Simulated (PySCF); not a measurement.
A structure optimised at B3LYP-D3(BJ)/def2-TZVP, used in a PySCF frequency run:

```xyz
6

Be     0.0000     0.0000    -1.3787
F      0.0000     0.0000    -2.7505
Ge     0.0000     0.0000     0.8148
H      1.2365     0.7139     1.3983
H     -1.2365     0.7139     1.3983
H      0.0000    -1.4277     1.3983
```

Question: Write its SMILES, formula and point group.

Answer: [F][Be][GeH3], BeFGeH3, C3v

Question: What are its rotational constants (standard atomic weights)?

Answer: 81.986, 2.3176, 2.3176 GHz
